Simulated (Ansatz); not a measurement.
Relaxation of H$_{6}$OSn (8 atoms, charge 0, multiplicity 1), to a largest force component of 0.03 eV/Å in at most 50 steps.

The calculation used Ansatz, RKS BHLYP/def2-SVP.

```xyz
8
Properties=species:S:1:pos:R:3
Sn 0.285 0.054 -0.178
H 0.010 -0.078 1.527
H 1.976 0.007 -0.431
H -0.338 1.526 -0.750
H -0.426 -1.282 -0.955
O -2.599 0.033 1.116
H -2.959 -0.853 1.084
H -1.845 -0.036 1.734
```

Task: Where does it end, and by what steps?

Result: The forces met the threshold. The force dipped under the threshold on the way, but the program's further checks kept it going. After 11 steps the energy has fallen by 0.085 eV; H8 moved furthest, 0.66 Å.

```tsv
step	energy less start (eV)	largest force component (eV/Å)	accepted
0	0.0000	0.973	yes
1	-0.0419	0.577	yes
2	0.0414	2.184	no
3	-0.0574	0.361	yes
4	-0.0713	0.207	yes
5	-0.0815	0.099	yes
6	-0.0840	0.019	yes
7	-0.0740	0.868	no
8	-0.0844	0.119	yes
9	-0.0843	0.044	no
10	-0.0848	0.037	yes
11	-0.0848	0.001	yes
```

```xyz
8
Properties=species:S:1:pos:R:3
Sn 0.363 0.046 -0.132
H 0.466 -0.058 1.567
H 1.968 -0.001 -0.740
H -0.347 1.508 -0.626
H -0.459 -1.304 -0.769
O -2.535 0.011 1.034
H -2.899 -0.848 0.827
H -2.454 0.017 1.986
```

Whether the end is a true minimum wasn't checked by a vibrational analysis.

Time of the run: 28 s on 1 thread of Arm Neoverse V2, on a shared host, peak memory 0.13 GiB.
